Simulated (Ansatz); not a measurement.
Ansatz (a first-principles code) input:

Ansatz 0.2 input:
```yaml
crystal:
  periodic: [false, false, false]
  atoms:
    - {symbol: C, position_ang: [1.74811864, -0.38539365, -0.51119614]}
    - {symbol: C, position_ang: [0.80211667, 0.14908907, 0.20962455]}
    - {symbol: C, position_ang: [-0.58517617, 0.47065927, -0.28407148]}
    - {symbol: O, position_ang: [-1.58291502, -0.21187528, 0.46948615]}
    - {symbol: H, position_ang: [2.77260783, -0.70237133, -0.40038184]}
    - {symbol: H, position_ang: [0.97921402, 0.37128839, 1.26660763]}
    - {symbol: H, position_ang: [-0.66322225, 0.24594149, -1.35188006]}
    - {symbol: H, position_ang: [-0.79311591, 1.53284419, -0.14323055]}
    - {symbol: H, position_ang: [-1.42251833, -1.15882855, 0.38685415]}
basis:
  gaussian:
    orbitals: def2-TZVP
hamiltonian:
  xc: b3lyp
  dispersion: d3bj
magnetization: {spin_polarized: true, initial_magnetization: 1}
phonons: {temperatures: {t_min: 298.15, t_max: 298.15, t_step: 100}}
```

Question: What final total energy does it print?

Answer: -192.52401 Eh (B3LYP-D3(BJ)/def2-TZVP). The basis has 154 functions.

It need not be the lowest isomer of its formula.
